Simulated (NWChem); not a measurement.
System: C₂H₅FOSi; SMILES O[Si@@H](F)C=C

Input file for NWChem:

```
start job
memory heap 200 mb stack 900 mb global 1100 mb
geometry units angstroms noautosym nocenter noautoz
  C      0.027697    -2.194389     0.302770
  C     -0.721007    -1.177819    -0.143539
  Si    -0.017460     0.515022    -0.432925
  O     -0.763011     1.674580     0.476850
  F      1.555306     0.407688    -0.024974
  H      1.096479    -2.067183     0.506929
  H     -0.388233    -3.192497     0.481234
  H     -1.787217    -1.356765    -0.337385
  H     -0.099230     0.996258    -1.830123
  H     -0.906384     1.473716     1.406658
end
basis spherical
  * library def2-svp
end
dft
  xc m05-2x
  iterations 150
end
cosmo
  do_cosmo_smd true
  solvent dioxane
end
task dft energy
```

Excerpt of the output:

```
             Northwest Computational Chemistry Package (NWChem) 7.3.0
             --------------------------------------------------------

                             Geometry "geometry" -> ""
                             -------------------------

 Output coordinates in angstroms (scale by  1.889725989 to convert to a.u.)

  No.       Tag          Charge          X              Y              Z
 ---- ---------------- ---------- -------------- -------------- --------------
    1 C                    6.0000     0.02769700    -2.19438900     0.30277000
    2 C                    6.0000    -0.72100700    -1.17781900    -0.14353900
    3 Si                  14.0000    -0.01746000     0.51502200    -0.43292500
    4 O                    8.0000    -0.76301100     1.67458000     0.47685000
    5 F                    9.0000     1.55530600     0.40768800    -0.02497400
    6 H                    1.0000     1.09647900    -2.06718300     0.50692900
    7 H                    1.0000    -0.38823300    -3.19249700     0.48123400
    8 H                    1.0000    -1.78721700    -1.35676500    -0.33738500
    9 H                    1.0000    -0.09923000     0.99625800    -1.83012300
   10 H                    1.0000    -0.90638400     1.47371600     1.40665800

 Effective nuclear repulsion energy (a.u.)     231.0046654102

                                 NWChem DFT Module
                                 -----------------

 Summary of "ao basis" -> "ao basis" (spherical)
 ------------------------------------------------------------------------------
       Tag                 Description            Shells   Functions and Types
 ---------------- ------------------------------  ------  ---------------------
 C                          def2-svp                 6       14   3s2p1d
 Si                         def2-svp                 8       18   4s3p1d
 O                          def2-svp                 6       14   3s2p1d
 F                          def2-svp                 6       14   3s2p1d
 H                          def2-svp                 3        5   2s1p

 in cosmo_initialize ...
 calling solv_data for solv:dioxane

 solvent parameters
 solvname_short: dioxane
 solvname_long:  1,4-dioxane
 dielec:        2.2099
 dielecinf:     2.0232
 nonaqueous SMD model solvent descriptors
 dielec:        2.2099
 sola:          0.0000
 solb:          0.6400
 solc:          0.0000
 solg:         47.1400
 solh:          0.0000
 soln:          1.4224

[...]

                                COSMO-SMD solvation results
                                ---------------------------

             internal energy in gas <Psi(g)|H|Psi(g)> =      -543.541643650296
         internal energy in solvent <Psi(s)|H|Psi(s)> =      -543.541458157669
                               delta internal energy  =         0.000185492626 (    0.12 kcal/mol)
   total free energy in solvent <Psi(s)|H+V/2|Psi(s)> =      -543.545775321586
 polarization energy contribution <Psi(s)|V/2|Psi(s)> =        -0.004317163917 (   -2.71 kcal/mol)
    total free energy in solvent including G(SMD-CDS) =      -543.544976044075
                       G(SMD-CDS) energy contribution =         0.000799277511 (    0.50 kcal/mol)
     1 M fixed-concentration free energy of solvation =        -0.003332393779 (   -2.09 kcal/mol)

                       DFT Final Molecular Orbital Analysis
                       ------------------------------------

 Vector   22  Occ=2.000000D+00  E=-4.221288D-01
              MO Center= -5.9D-01,  1.4D+00,  3.1D-01, r^2= 1.6D+00
   Bfn.  Coefficient  Atom+Function         Bfn.  Coefficient  Atom+Function
  ----- ------------  ---------------      ----- ------------  ---------------
    50      0.531881   4 O  px               53      0.399619   4 O  px
    52      0.167863   4 O  pz               51      0.135547   4 O  py
    65      0.132229   5 F  py               55      0.116510   4 O  pz
    64     -0.112082   5 F  px               54      0.107877   4 O  py
    39      0.100857   3 Si px               90      0.100466   9 H  s

 Vector   23  Occ=2.000000D+00  E=-3.730322D-01
              MO Center= -3.8D-01, -4.4D-01, -2.2D-01, r^2= 3.7D+00
   Bfn.  Coefficient  Atom+Function         Bfn.  Coefficient  Atom+Function
  ----- ------------  ---------------      ----- ------------  ---------------
    19      0.314336   2 C  py               51      0.233399   4 O  py
    37     -0.216434   3 Si py               90     -0.199764   9 H  s
    17      0.196762   2 C  s                80      0.185677   7 H  s
    18      0.173691   2 C  px               54      0.173651   4 O  py
    85     -0.170959   8 H  s                22      0.167239   2 C  py

 Vector   24  Occ=2.000000D+00  E=-3.498884D-01
              MO Center= -3.5D-01, -1.5D+00,  1.9D-02, r^2= 2.1D+00
   Bfn.  Coefficient  Atom+Function         Bfn.  Coefficient  Atom+Function
  ----- ------------  ---------------      ----- ------------  ---------------
    20      0.371167   2 C  pz                6      0.359277   1 C  pz
    23      0.266839   2 C  pz                9      0.248257   1 C  pz
     5      0.104398   1 C  py               51      0.100429   4 O  py
    18     -0.093545   2 C  px               90      0.089163   9 H  s
    19      0.084657   2 C  py               91      0.084355   9 H  s

 Vector   25  Occ=0.000000D+00  E= 1.792212D-02
              MO Center= -2.7D-01, -1.4D+00,  7.2D-02, r^2= 3.1D+00
   Bfn.  Coefficient  Atom+Function         Bfn.  Coefficient  Atom+Function
  ----- ------------  ---------------      ----- ------------  ---------------
     9      0.584188   1 C  pz               23     -0.490901   2 C  pz
     6      0.384331   1 C  pz               20     -0.294018   2 C  pz
    49      0.222018   4 O  s                40     -0.213197   3 Si py
    41     -0.208035   3 Si pz               22     -0.183389   2 C  py
    91     -0.160938   9 H  s                 8      0.148203   1 C  py

[...]
```

Level: M05-2X/def2-SVP, SMD on the gas-phase geometry. Structure relaxed at the PBE0/def2-SVP level. Solvent: 1,4-dioxane.
